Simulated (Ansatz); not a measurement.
Molecule: C₃H₈O₂Si (charge 0, singlet). 
Coordinates optimised at B3LYP-D3(BJ)/def2-TZVP (Ansatz, a program for electronic structure):
```
Si
O 1 1.7117
C 2 1.3320 1 122.84
O 3 1.2022 2 125.40 1 0.00
H 3 1.0987 4 123.66 2 180.00
H 1 1.4790 2 101.29 3 -180.00
C 1 1.8607 6 110.82 2 116.63
H 7 1.0904 1 110.77 6 -178.32
H 7 1.0916 8 108.50 1 -122.23
H 7 1.0929 8 108.44 9 -116.83
C 1 1.8607 6 110.82 2 -116.63
H 11 1.0904 1 110.77 6 178.32
H 11 1.0916 12 108.50 1 122.23
H 11 1.0929 12 108.44 13 116.83
```

Total electronic energies in hartree. Correlated levels leave the core frozen unless marked. No spin-orbit coupling. Non-relativistic. CBS marks a two-point X^-3 extrapolation of the correlation energy; Hartree-Fock from the larger set.

```tsv
level	program	energy (Eh)
HF/6-31G*	Ansatz	-556.97869
HF/cc-pVTZ	Ansatz	-557.11639
SVWN5/def2-TZVPD	Ansatz	-555.93307
revPBE-D4/def2-TZVPD	Ansatz + dftd4	-559.15807
revPBE/def2-TZVPD	Ansatz	-559.12386
B3LYP-D4/def2-TZVPD	Ansatz + dftd4	-559.31839
CAM-B3LYP-D4/def2-TZVPD	Ansatz + dftd4	-559.17421
MP2/cc-pV(T+d)Z	Ansatz	-558.22022
MP2/cc-pV(Q+d)Z	Ansatz	-558.32198
MP2/CBS(cc-pV(T+d)Z,cc-pV(Q+d)Z)	Ansatz	-558.3792
RI-MP2/cc-pV(T+d)Z	Ansatz	-558.21985
SCS-MP2/cc-pV(Q+d)Z	Ansatz	-558.32242
CCSD/STO-3G	Ansatz	-550.57839
CCSD(T)/cc-pV(D+d)Z	Ansatz	-557.98424
CCSD(T)/CBS(cc-pV(T+d)Z,cc-pV(Q+d)Z)	Ansatz	-558.4561
```

Totals of different functionals don't rank their quality; only differences between species are comparable.
